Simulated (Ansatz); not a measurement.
Consider the ligand exchange at a B–N bond: `CBNCF` + `O[SiH](O)F` → `CBO[SiH](O)F` + `NCF`.

Gas-phase electronic energies from Ansatz, PBE0-D4/def2-TZVP geometries. CCSD(T)/CBS is the MP2 limit (def2-TZVPP, def2-QZVPP) plus CCSD(T) − MP2 in def2-TZVPP, frozen cores. This one scheme is used for every species. DFT in def2-TZVPP. Each species was taken in one conformer, which may not be the lowest.

`CBNCF`:

Z-matrix (Å, degrees):
```
C
B 1 1.564
H 1 1.095 2 110.4
H 1 1.095 2 110.0 3 -115.9
H 1 1.093 2 114.5 3 122.3
N 2 1.400 1 122.0 3 -122.0
H 2 1.201 1 121.6 3 57.2
C 6 1.413 2 125.7 1 -177.6
H 6 1.010 2 119.9 1 -1.6
F 8 1.388 6 111.2 2 102.5
H 8 1.091 6 109.3 2 -16.3
H 8 1.094 6 111.7 2 -139.1
```

`O[SiH](O)F`:

Z-matrix (Å, degrees):
```
Si
O 1 1.619
F 1 1.595 2 111.7
O 1 1.630 2 108.7 3 118.8
H 1 1.469 2 107.5 3 -117.0
H 2 0.959 1 118.7 3 -79.5
H 4 0.958 1 118.6 2 -158.0
```

`CBO[SiH](O)F`:

Z-matrix (Å, degrees):
```
C
B 1 1.557
H 1 1.091 2 113.8
H 1 1.096 2 109.8 3 -122.3
H 1 1.096 2 110.0 3 122.6
O 2 1.360 1 120.6 3 0.1
H 2 1.207 1 121.3 3 -179.8
Si 6 1.635 2 133.2 1 178.8
O 8 1.619 6 110.4 2 131.8
F 8 1.589 6 105.8 2 -108.6
H 8 1.467 6 113.0 2 10.8
H 9 0.958 8 119.7 6 49.7
```

`NCF`:

Z-matrix (Å, degrees):
```
C
F 1 1.406
N 1 1.402 2 113.7
H 1 1.092 2 106.1 3 121.3
H 1 1.092 2 106.1 3 -121.3
H 3 1.010 1 112.8 2 62.5
H 3 1.010 1 112.8 2 -62.5
```

(1) Is it downhill or uphill in electronic energy at CCSD(T)/CBS, and by how much? (Best estimate.)

(2) What do these levels give: ωB97M-V, PBE, HF/def2-TZVPP, CCSD/def2-TZVPP, SCS-MP2/def2-QZVPP, HF/CBS(def2)? (Best estimate.)

Largest T1 diagnostic among the species: 0.012.

Answers

(1) Ansatz gave: Downhill: ΔE = -0.04 eV.

(2) Computed: ωB97M-V -0.05, PBE -0.01, HF/def2-TZVPP -0.17, CCSD/def2-TZVPP -0.05, SCS-MP2/def2-QZVPP -0.05, HF/CBS(def2) -0.18 eV.

In def2-TZVPP, CCSD(T) changes the Hartree–Fock value by +0.13 eV (the triples alone add +0.01 eV) and MP2 by +0.15 eV.
